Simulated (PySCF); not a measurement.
FLi, charge +1, doublet, at a GFN2-xTB geometry (such geometries of metal compounds can be far from the true shape) (a state made from the parent by changing its charge; the spin is typed, not shown lowest); DF-B3LYP/pcseg-2 in PySCF.

Here is a job for PySCF.
```python
from pyscf import gto, scf, dft

mol = gto.M(
    atom='''
Li   -0.000000   -0.000000   -1.659744
F     0.000000    0.000000    0.553248
''',
    basis='pcseg-2',
    charge=1,
    spin=1,
    verbose=5,
)

mf = dft.UKS(mol)
mf.xc = 'b3lyp'
mf = mf.density_fit(auxbasis='def2-universal-jkfit')
mf.kernel()
```

**Question.** Write the output that PySCF gives for this input, abridged.

**Answer.** 
```
PySCF version 2.14.0

[INPUT] verbose = 5
[INPUT] max_memory = 4000
[INPUT] num. atoms = 2
[INPUT] num. electrons = 11
[INPUT] charge = 1
[INPUT] spin (= nelec alpha-beta = 2S) = 1
[INPUT] symmetry False subgroup None
[INPUT] Mole.unit = angstrom
[INPUT] Symbol           X                Y                Z      unit          X                Y                Z       unit  Magmom
[...]
[INPUT] ---------------- BASIS SET ----------------
[INPUT] l, kappa, [nprim/nctr], expnt,             c_1 c_2 ...
[INPUT] Li
[...]
                                233.908           0.0063322    0    0    0
                                53.2801           0.03214    0    0    0
                                15.0819           0.119124    0    0    0
                                4.83549           0.308154    0    0    0
                                1.65502            0.5    0    0    0
                                0.580558          0.37603    0    0    0
                                0.770933             0 -0.0847279    0    0
                                0.0751972            0  0.5    0    0
                                0.0684458            0    0    1    0
                                0.0257666            0    0    0    1
[...]
                                0.468805          0.203928    0
                                0.127393           0.5    0
                                0.0348095            0    1
[...]
[INPUT] F
[...]
                                2617.68           0.00506944    0    0    0
                                595.857           0.0259899    0    0    0
                                168.651           0.100353    0    0    0
                                54.6654           0.284095    0    0    0
                                19.3717            0.5    0    0    0
                                7.06202           0.370721    0    0    0
                                13.1197              0 -0.101997    0    0
                                1.45046              0  0.5    0    0
                                0.588255             0    0    1    0
                                0.22796              0    0    0    1
[...]
                                18.0425           0.0663964    0    0
                                5.42342           0.246386    0    0
                                1.84876            0.5    0    0
                                0.617455             0    1    0
                                0.185496             0    0    1
[...]
                                0.8                  0    1
[...]
nuclear repulsion = 6.45632008377798
number of shells = 7
number of NR pGTOs = 74
number of NR cGTOs = 45
basis = pcseg-2
ecp = {}

******** <class 'pyscf.df.df_jk.DFUKS'> ********
method = DFUKS
initial guess = minao
damping factor = 0
level_shift factor = 0
DIIS = <class 'pyscf.scf.diis.CDIIS'>
diis_start_cycle = 1
diis_space = 8
diis_damp = 0
SCF conv_tol = 1e-09
SCF conv_tol_grad = None
SCF max_cycles = 50
direct_scf = False
number electrons alpha = 6  beta = 5
XC library pyscf.dft.libxc version 7.1.2
    S. Lehtola, C. Steigemann, M. J. T. Oliveira, and M. A. L. Marques,  SoftwareX 7, 1–5 (2018)
XC functionals = b3lyp
    P. J. Stephens, F. J. Devlin, C. F. Chabalowski, and M. J. Frisch,  J. Phys. Chem. 98, 11623 (1994)
radial grids:
    Treutler-Ahlrichs [JCP 102, 346 (1995); DOI:10.1063/1.469408] (M4) radial grids

becke partition: Becke, JCP 88, 2547 (1988); DOI:10.1063/1.454033
pruning grids: <function nwchem_prune>
grids dens level: 3
symmetrized grids: False
atomic radii adjust function: <function treutler_atomic_radii_adjust>
small_rho_cutoff = 0
Set gradient conv threshold to 3.16228e-05
atom Li rad-grids = 75, ang-grids = [ 50  50  50  50  50  50  50  50  50  50  50  50  50  50  50  50  50  50
  50  50  50  50  50  50  86  86  86  86  86  86  86  86  86  86 266 266
 266 266 266 266 266 302 302 302 302 302 302 302 302 302 302 302 302 302
[...]
  7.33862799e+00]
multiplicity <S^2> = 0.75175815  2S+1 = 2.0017574
nelec by numeric integration = [6.00001794 5.00000895]
E1 = -158.79293233787763  E2 = 45.27247581438719  Ecoul = 57.330789449701555  Exc = -12.05831363531436
cycle= 7 E= -107.064136439712  delta_E= -3.51e-09  |g|= 6.68e-06  |ddm|= 0.000104
  alpha mo_energy =
[-2.50363660e+01 -2.33816555e+00 -1.48311216e+00 -8.11800361e-01
 -7.34724059e-01 -7.23298370e-01 -2.48208267e-01 -1.81145930e-01
 -1.79820383e-01 -1.63206513e-01 -7.37817469e-02 -1.38937995e-02
 -1.37344747e-02 -1.32262006e-02  1.88008753e-01  2.08988475e-01
  2.68030486e-01  3.76338072e-01  3.76378637e-01  3.93116444e-01
  4.28659340e-01  4.34588369e-01  6.36795794e-01  1.52010955e+00
  1.52222103e+00  1.55979726e+00  1.60561461e+00  1.72616586e+00
  2.47618659e+00  2.54271701e+00  2.58350049e+00  2.92470208e+00
  3.95493644e+00  4.04839863e+00  4.05553352e+00  4.06089004e+00
  4.07247219e+00  4.08018409e+00  4.12043482e+00  4.13678708e+00
  7.11035340e+00  7.11984405e+00  7.13990038e+00  7.21144141e+00
  7.29074934e+00]
  beta  mo_energy =
[-2.50034849e+01 -2.33823226e+00 -1.39141735e+00 -7.03356952e-01
 -6.91817727e-01 -5.16827340e-01 -2.47022035e-01 -1.79689264e-01
 -1.77734976e-01 -1.60577680e-01 -7.33223545e-02 -1.36537771e-02
 -1.35589618e-02 -1.26848606e-02  2.14378372e-01  2.30040950e-01
  2.78637904e-01  3.76445272e-01  3.76511706e-01  3.99516895e-01
  4.35301605e-01  4.36753212e-01  6.47587670e-01  1.58031896e+00
  1.58620543e+00  1.61230121e+00  1.61778513e+00  1.74790062e+00
  2.56489130e+00  2.60433247e+00  2.60481996e+00  2.92605590e+00
  4.00214095e+00  4.11020480e+00  4.11354000e+00  4.11753839e+00
  4.11864940e+00  4.12301091e+00  4.12500782e+00  4.15320069e+00
  7.22671258e+00  7.22885915e+00  7.23901269e+00  7.24740484e+00
  7.33863170e+00]
multiplicity <S^2> = 0.75175845  2S+1 = 2.0017577
nelec by numeric integration = [6.00001794 5.00000895]
E1 = -158.7929136459317  E2 = 45.272457122411765  Ecoul = 57.330768480644686  Exc = -12.058311358232919
cycle= 8 E= -107.064136439742  delta_E= -2.95e-11  |g|= 1.31e-06  |ddm|= 1.65e-05
  alpha mo_energy =
[-2.50363659e+01 -2.33816520e+00 -1.48311218e+00 -8.11800302e-01
 -7.34724168e-01 -7.23298383e-01 -2.48208261e-01 -1.81145899e-01
 -1.79820324e-01 -1.63206518e-01 -7.37816646e-02 -1.38936835e-02
 -1.37344173e-02 -1.32260698e-02  1.88008775e-01  2.08988491e-01
  2.68030552e-01  3.76338055e-01  3.76378620e-01  3.93116437e-01
  4.28659327e-01  4.34588360e-01  6.36795798e-01  1.52010953e+00
  1.52222102e+00  1.55979724e+00  1.60561463e+00  1.72616587e+00
  2.47618664e+00  2.54271702e+00  2.58350047e+00  2.92470232e+00
  3.95493644e+00  4.04839860e+00  4.05553351e+00  4.06089002e+00
  4.07247219e+00  4.08018409e+00  4.12043484e+00  4.13678709e+00
  7.11035344e+00  7.11984410e+00  7.13990036e+00  7.21144139e+00
  7.29074931e+00]
  beta  mo_energy =
[-2.50034849e+01 -2.33823193e+00 -1.39141726e+00 -7.03356783e-01
 -6.91817668e-01 -5.16827307e-01 -2.47021985e-01 -1.79689184e-01
 -1.77734914e-01 -1.60577650e-01 -7.33222363e-02 -1.36536224e-02
 -1.35588975e-02 -1.26847045e-02  2.14378380e-01  2.30040965e-01
  2.78637970e-01  3.76445349e-01  3.76511784e-01  3.99516906e-01
  4.35301617e-01  4.36753235e-01  6.47587705e-01  1.58031901e+00
  1.58620548e+00  1.61230126e+00  1.61778520e+00  1.74790068e+00
  2.56489135e+00  2.60433249e+00  2.60482011e+00  2.92605613e+00
  4.00214101e+00  4.11020487e+00  4.11354006e+00  4.11753845e+00
  4.11864946e+00  4.12301097e+00  4.12500789e+00  4.15320076e+00
  7.22671259e+00  7.22885929e+00  7.23901274e+00  7.24740493e+00
  7.33863182e+00]
multiplicity <S^2> = 0.75175847  2S+1 = 2.0017577
nelec by numeric integration = [6.00001794 5.00000895]
E1 = -158.79291312324062  E2 = 45.27245659971324  Ecoul = 57.33076782899441  Exc = -12.05831122928117
Extra cycle  E= -107.064136439749  delta_E= -7.46e-12  |g|= 1.21e-06  |ddm|= 3.63e-06
converged SCF energy = -107.064136439749  <S^2> = 0.75175847  2S+1 = 2.0017577
```
